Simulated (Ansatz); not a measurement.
Ansatz (an electronic-structure program) input file for MnI₂, SMILES [I][Mn][I] (connectivity only; charge and spin as stated), neutral, multiplicity 6, PBE0/def2-SVPD. Geometry: PBE0-D3(BJ)/def2-SVP. The multiplicity is an assumed one; other spin states were not compared. The def2 effective core potentials stand for the cores of I; spin–orbit coupling is left out.

Ansatz 0.2 input:
```yaml
crystal:
  periodic: [false, false, false]
  atoms:
    - {symbol: Mn, position_ang: [0.00000000, 0.00000000, 0.00000000]}
    - {symbol: I, position_ang: [0.00000000, 0.00000000, -2.53355269]}
    - {symbol: I, position_ang: [0.00000000, 0.00000000, 2.53355269]}
basis:
  gaussian:
    orbitals: def2-SVPD
hamiltonian:
  xc: {name: PBE0}
magnetization: {spin_polarized: true, initial_magnetization: 5}
```

Output:

```
WARN ansatz: RAYON_NUM_THREADS=1 ignored (pool sized by the plan → 1); use --threads N
Functional definition: PBE0
integrals: 0.07 GiB planned
1254 factors; integrals over basis functions are off by at most 2.6e-4 eV
mean field: 1.02 GiB planned
mean field evaluation 1: about -47507.2786 eV, gradient 4.3e1 eV
mean field evaluation 2: about -47256.5695 eV, gradient 1.4e2 eV
mean field evaluation 4: about -47506.5128 eV, gradient 4.4e1 eV
mean field evaluation 8: about -47516.8087 eV, gradient 2.7e-1 eV
mean field -47516.81031193 eV, -1746.2105709125 hartree, gradient 3.3e-5 eV, S^2 8.769976; 0 other end points of the search recorded, 0 dependent functions left out
reference -47516.81035848 eV, -1746.2105726234 hartree; 40, 35 occupied and 64, 69 virtual orbitals, 1254 factors
Total energy: -47516.81035848 eV, -1746.2105726234 hartree
```

The calculation finished and met its thresholds.

Cost: roughly 5 core-seconds.
